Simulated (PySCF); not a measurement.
A PySCF script (with the pyscf-properties extension) for the NMR shieldings of `C=[CH][Al@@H-]([NH]C)[N+](C)(C)C`, C₆H₁₇AlN₂, on a GFN2-xTB geometry:

```python
import basis_set_exchange as bse
import numpy as np
from pyscf import gto, dft
from pyscf.prop import nmr

atoms = """
C    -2.243425   -2.174820   -0.404280
C    -1.891259   -1.032707    0.185751
Al   -0.505458    0.128324   -0.675897
N    -0.672604    1.905211   -0.436262
C    -1.942816    2.545659   -0.742019
N     1.225105   -0.300248    0.395374
C     2.319454    0.499354   -0.125755
C     1.034017   -0.060816    1.814908
C     1.483063   -1.708125    0.149941
H    -3.056671   -2.810874   -0.070022
H    -1.708104   -2.535880   -1.273322
H    -2.504519   -0.748586    1.047973
H     0.009857   -0.350400   -2.069745
H     0.011763    2.623157   -0.225386
H    -2.676084    1.765049   -0.946126
H    -1.882781    3.191881   -1.625364
H    -2.310000    3.152040    0.094560
H     3.284446    0.188350    0.290494
H     2.339234    0.394994   -1.210519
H     2.147770    1.546623    0.112915
H     0.789588    0.988844    1.969433
H     0.193225   -0.659468    2.163190
H     1.928524   -0.317685    2.393690
H     1.564470   -1.868549   -0.923903
H     2.402514   -2.046047    0.640223
H     0.639645   -2.292669    0.513264
"""
names = dict.fromkeys(["C", "Al", "N", "H"], "pcSseg-1")
basis = {el: gto.basis.parse(bse.get_basis(n, elements=[el], fmt="nwchem")) for el, n in names.items()}
mol = gto.M(atom=atoms, basis=basis, charge=0, verbose=0)
mf = dft.RKS(mol, xc="PBE0")
mf.grids.level = 2
mf.grids.alignment = dft.numint.BLKSIZE   # the property module wants whole blocks of grid points
mf.conv_tol = 1e-9
mf.kernel()

calc = nmr.RKS(mf)   # GIAO
C = mf.mo_coeff
Co = C[:, mf.mo_occ > 0]
resp = mf.gen_response(singlet=True, hermi=2)
def vind(x):   # induced exchange potential for any number of trial vectors
    d = np.einsum("pi,xij,qj->xpq", C, 2 * x.reshape(-1, C.shape[1], Co.shape[1]), Co, optimize=True)
    return np.einsum("xpq,pi,qj->xij", resp(d - d.transpose(0, 2, 1)), C, Co, optimize=True).ravel()
mo1, _ = nmr.rhf.solve_mo1(calc, with_cphf=vind)
sigma = calc.kernel(mo1)
for i, s in enumerate(sigma):   # ppm
    print("%2d %-2s %9.2f" % (i, mol.atom_pure_symbol(i), np.trace(s) / 3))
```

Question: What does it print?

Answer: 
```
 0 C      37.18
 1 C      27.58
 2 Al    429.17
 3 N     251.96
 4 C     153.42
 5 N     227.41
 6 C     140.19
 7 C     140.66
 8 C     140.24
 9 H      24.80
10 H      25.32
11 H      24.70
12 H      27.73
13 H      32.43
14 H      29.09
15 H      28.70
16 H      28.69
17 H      29.80
18 H      28.86
19 H      29.42
20 H      28.85
21 H      29.06
22 H      29.82
23 H      28.90
24 H      30.00
25 H      28.75
```

These numbers come from an equivalent density-fitted implementation of the same equations, which agrees with the script to about 0.01 ppm for H and up to a few tenths of a ppm for heavy atoms, so last digits may differ.

Size and cost of the density-fitted run: 245 basis functions, 54 s wall time on 1 thread of an Intel Xeon 6975P-C, shared host; peak memory 1.2 GiB.
